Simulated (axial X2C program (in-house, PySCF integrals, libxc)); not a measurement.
## Density and ELF of AgP

All values were computed with an in-house relativistic program for diatomic molecules. Spin-free means the one-electron spin-free X2C Hamiltonian. Basis: Ag dyall-v3z [12s12p8d3f2g], P dyall-v3z [8s7p2d1f] (cores contracted in-house); Gaussian nuclei, density fitting, unrestricted open shells. Masses: Ag 106.905 u, P 30.974 u.

PBE0, spin-free, state M_S = 1, Λ = 0 (beyond evenly filled blocks: π+α, π-α); Ag at z = 0, P at z = 2.346 Å.

The maps cover the half plane through the axis: z from -2.4 to 4.2 Å along the bond, ρ from 0.15 to 2.25 Å away from it.

log10 of the density in e/bohr³:

```
 ρ\z  -2.4  -1.8  -1.2  -0.6   0.0   0.6   1.2   1.8   2.4   3.0   3.6   4.2
0.15  -3.7  -2.8  -1.6  -0.1   1.8  -0.1  -1.1  -0.8   1.1  -0.9  -1.5  -2.4
0.45  -3.7  -2.8  -1.7  -0.4   0.3  -0.4  -1.2  -1.0  -0.4  -1.0  -1.6  -2.5
0.75  -3.8  -2.9  -2.0  -1.0  -0.4  -1.0  -1.4  -1.2  -1.0  -1.2  -1.8  -2.6
1.05  -3.9  -3.1  -2.3  -1.5  -1.1  -1.4  -1.7  -1.5  -1.3  -1.5  -2.1  -2.8
1.35  -4.0  -3.3  -2.6  -2.0  -1.7  -1.9  -2.0  -1.8  -1.7  -1.9  -2.4  -3.0
1.65  -4.2  -3.5  -2.9  -2.4  -2.2  -2.3  -2.3  -2.2  -2.1  -2.3  -2.7  -3.3
1.95  -4.4  -3.8  -3.2  -2.8  -2.6  -2.7  -2.7  -2.6  -2.6  -2.7  -3.1  -3.6
2.25  -4.7  -4.1  -3.6  -3.2  -3.0  -3.0  -3.1  -3.0  -3.0  -3.1  -3.5  -3.9
```

Electron localisation function (collinear form, no current term, damped to 0 at low density):

```
 ρ\z  -2.4  -1.8  -1.2  -0.6   0.0   0.6   1.2   1.8   2.4   3.0   3.6   4.2
0.15  0.00  0.02  0.11  0.71  0.71  0.69  0.46  0.08  0.70  0.32  0.90  0.63
0.45  0.00  0.02  0.10  0.57  0.69  0.52  0.46  0.35  0.21  0.76  0.89  0.59
0.75  0.00  0.02  0.09  0.34  0.57  0.30  0.44  0.77  0.59  0.91  0.85  0.51
1.05  0.00  0.02  0.08  0.22  0.30  0.23  0.42  0.77  0.87  0.90  0.78  0.39
1.35  0.00  0.02  0.07  0.16  0.22  0.21  0.35  0.66  0.82  0.83  0.66  0.25
1.65  0.00  0.01  0.06  0.14  0.19  0.20  0.26  0.48  0.67  0.69  0.47  0.11
1.95  0.00  0.01  0.04  0.11  0.16  0.16  0.16  0.28  0.44  0.47  0.24  0.03
2.25  0.00  0.00  0.02  0.07  0.11  0.10  0.08  0.12  0.20  0.21  0.07  0.01
```

Axial spin density in 10⁻³ e/bohr³:

```
 ρ\z  -2.4  -1.8  -1.2  -0.6   0.0   0.6   1.2   1.8    2.4   3.0   3.6   4.2
0.15  -0.1  -0.2  -0.5   2.4   0.8   2.2  -0.8   3.5  195.6  -1.7  -1.1  -0.1
0.45  -0.1  -0.2  -0.3   3.5   0.9   0.3   1.6  21.0   17.6  11.3   0.6   0.0
0.75   0.0  -0.1  -0.2   1.1  -0.2  -1.4   3.4  26.1   46.0  16.7   1.9   0.2
1.05   0.0  -0.1  -0.1   0.0  -0.7  -0.7   3.4  17.4   28.6  12.1   2.0   0.2
1.35   0.0  -0.1  -0.1  -0.2  -0.4  -0.1   2.3   8.8   13.0   6.5   1.4   0.2
1.65   0.0   0.0  -0.1  -0.1  -0.2   0.1   1.3   4.0    5.4   3.0   0.8   0.2
1.95   0.0   0.0  -0.1  -0.1  -0.1   0.1   0.7   1.7    2.1   1.3   0.4   0.1
2.25   0.0   0.0   0.0   0.0   0.0   0.1   0.3   0.7    0.8   0.6   0.2   0.1
```

The state is one determinant whose occupation by symmetry is held fixed; it was picked as the lowest of a PBE0 search that is not exhaustive. PBE0 can misorder states that lie within some tenths of an eV, so this need not be the ground state of the molecule. The nearest other spin-free determinant of the search, M_S = 0, Λ = 2, lies 0.99 eV up at the distance of the search.
